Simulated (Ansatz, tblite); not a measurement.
Isomers of Li8H8⁻ (doublet), found by a short tight-binding search and relaxed with r2SCAN-D4/def2-SVPD in Ansatz.

The xTB rows come from tblite. LC-ωPBE has ω = 0.4 bohr⁻¹. HSE06 is defined as in plane-wave codes, on full-range PBE exchange. Correlated methods freeze no core orbitals; core or outer-core shells of Li are correlated, in sets that lack core-valence functions.

A: At PBE-D4/def2-TZVPD, r2SCAN-D4/def2-TZVPD, PBE0-D4/def2-TZVPD, HSE06-D4/def2-TZVPD the highest occupied level of the charge -1 doublet lies above zero (up to 0.67 eV). It is a level of α spin, whose loss leaves a singlet; that state wasn't run at this geometry and level. The electron is either unbound and held by the finite basis, or the level is raised by self-interaction error. B: At PBE-D4/def2-TZVPD, r2SCAN-D4/def2-TZVPD, HSE06-D4/def2-TZVPD the highest occupied level of the charge -1 doublet lies above zero (up to 0.32 eV). It is a level of α spin, whose loss leaves a singlet; that state wasn't run at this geometry and level. The electron is either unbound and held by the finite basis, or the level is raised by self-interaction error. C: At PBE-D4/def2-TZVPD, r2SCAN-D4/def2-TZVPD, PBE0-D4/def2-TZVPD, HSE06-D4/def2-TZVPD the highest occupied level of the charge -1 doublet lies above zero (up to 1.04 eV). By energy differences its removal costs 0.51 eV (vertical, to the charge 0 singlet, at r2SCAN-D4/def2-TZVPD); a positive level beside a positive removal energy at the same level points to self-interaction error.

Other spin states weren't relaxed.

A:

```tsv
atom	x (Å)	y (Å)	z (Å)
Li1	-2.050	-2.831	0.792
Li2	0.528	-1.688	0.410
Li3	1.288	3.021	-2.449
Li4	-1.335	1.896	-2.899
Li5	-1.192	-0.205	-0.685
Li6	-0.553	-2.501	2.920
Li7	0.787	0.172	2.096
Li8	1.790	1.615	0.243
H9	-1.043	-2.061	-0.413
H10	1.904	1.527	2.031
H11	0.525	0.126	0.090
H12	-1.596	-3.713	2.217
H13	-2.029	0.679	-1.971
H14	-0.127	3.009	-3.443
H15	2.273	2.646	-1.137
H16	0.833	-1.691	2.198
```

B:

```xyz
16

Li   -0.288    0.367    1.229
Li   -0.417    2.102   -1.462
Li    2.407   -0.872    1.479
Li    2.143   -2.325   -0.515
Li   -2.891    1.444   -1.169
Li    2.077    0.862   -0.400
Li   -0.061   -2.554    1.138
Li   -2.299   -0.681    0.071
H     3.055   -0.779   -0.237
H     1.717   -2.524    1.315
H    -3.785   -0.036   -0.654
H    -2.018    2.659   -2.119
H    -1.196   -1.245    1.477
H     1.459    0.601    1.435
H     1.362    2.055   -1.435
H    -1.266    0.927   -0.153
```

C:

Cartesian coordinates in Å:
```
Li 0.241 -0.425 2.179
Li 2.720 0.359 -0.214
Li -1.504 -1.169 0.559
Li -2.333 1.163 0.748
Li -1.725 0.413 -1.587
Li 1.070 -1.542 0.049
Li 0.329 1.353 -0.155
Li 1.214 -0.151 -2.186
H 1.796 1.420 -1.285
H -0.062 -2.062 1.385
H -0.195 -0.435 -0.824
H -1.371 1.978 -0.503
H -1.352 0.314 1.972
H 1.609 0.240 1.217
H 2.442 -1.193 -1.093
H -2.879 -0.264 -0.262
```

Task: Estimate their order by electronic energy at PBE0-D4/def2-TZVPD, counted from the lowest.

Result: C (0.00) < B (0.85) < A (1.36), in eV.

Task: Do the other levels pick the same lowest one?

Result: Not GFN1-xTB. Energies above each level's lowest (eV):

| level | A | B | C |
| --- | --- | --- | --- |
| GFN1-xTB | 0.02 | 0.00 | 1.02 |
| GFN2-xTB | 2.95 | 2.15 | 0.00 |
| HF/def2-SVPD | 0.76 | 0.34 | 0.00 |
| PBE-D4/def2-TZVPD | 1.32 | 0.84 | 0.00 |
| r2SCAN-D4/def2-TZVPD | 1.30 | 0.81 | 0.00 |
| PBE0-D4/def2-TZVPD | 1.36 | 0.85 | 0.00 |
| HSE06-D4/def2-TZVPD | 1.34 | 0.85 | 0.00 |
| LC-ωPBE/def2-TZVPD | 1.39 | 0.84 | 0.00 |
| MP2/def2-SVPD | 1.13 | 0.68 | 0.00 |
| CCSD/def2-SVPD | 1.06 | 0.64 | 0.00 |
| CCSD(T)/def2-SVPD | 1.09 | 0.67 | 0.00 |
Point groups (tolerance 0.1 Å): A not assigned, B not assigned, C not assigned. Lower isomers may exist.
